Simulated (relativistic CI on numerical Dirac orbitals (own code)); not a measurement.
Method of calculation: Dirac-Coulomb-Breit CI, separate exchange-only KLI orbitals for each configuration, model QED (radiative potential, 1s self-energy scaled to tabulated hydrogen-like ionisation energies), valence Slater integrals scaled by 0.85, P86 correlation energy added to each configuration (own radial code, finite nucleus).

Configurations in the expansion (outside the closed core [Xe] 4f14 5d10): 6s²6p², 6s²6p7s, 6s²6p7p, 6s²6p6d, 6s²6p8s, 6s²6p7d, 6s6p³, 6s²6p8p, 6s²6p5f, 6s²6p9s, 6s²6d², 6s²6p9p, 6s²6p8d, 6s²6p6f, 6s²6p5g, 6s²6p9d. Levels of other configurations are missing.

Correlation outside the listed configurations is missing or only estimated: errors of thousands of cm⁻¹ between configurations and terms are usual at this charge. Rates and lifetimes follow the computed energies and can be off by large factors. The fine structure of a lone outer electron comes out too small, for d and f at times inverted, and misplaced configurations move strength between like terms. 16 of the 21 excited levels that our extract of the measured tables holds in this range could be paired (the sources list more); they are missed by 615 cm⁻¹ on average and 1220 at most, and levels without a partner can miss by more.

Outline of the computed level scheme of Pb I. Lowest level of each configuration: 6s²6p² ³P0 at 0.0000 eV; 6s²6p7s ³P°0 at 4.3930 eV; 6s²6p7p ³D1 at 5.3599 eV; 6s²6p6d ³F°2 at 5.6860 eV; 6s²6p8s ³P°1 at 6.1220 eV; 6s²6p8p ³D1 at 6.4649 eV; 6s²6p7d ³P°2 at 6.5279 eV; 6s²6p5f ³D3 at 6.5888 eV; 6s6p³ ⁵S°2 at 6.7120 eV.

Some strong electric-dipole decays among the lowest 32 levels: 6s²6p6d ³D°1 → 6s²6p² ³P0 (2.4e+08 s⁻¹); 6s²6p6d ³D°2 → 6s²6p² ³P1 (2.0e+08 s⁻¹); 6s²6p7s ³P°0 → 6s²6p² ³P1 (1.9e+08 s⁻¹); 6s²6p6d ³F°3 → 6s²6p² ³P2 (1.8e+08 s⁻¹); 6s²6p7s ¹P°1 → 6s²6p² ¹D2 (1.4e+08 s⁻¹); 6s²6p7d ³D°1 → 6s²6p² ³P0 (1.2e+08 s⁻¹); 6s²6p7s ³P°1 → 6s²6p² ³P2 (1.1e+08 s⁻¹); 6s²6p7s ³P°2 → 6s²6p² ³P2 (1.1e+08 s⁻¹).

Rates of lines that live on the mixing of spin multiplicities can be off by large factors.

LS names give the leading component of a level, which can be under half, so a name can repeat, a term be missing and a line seem to break the LS rules.
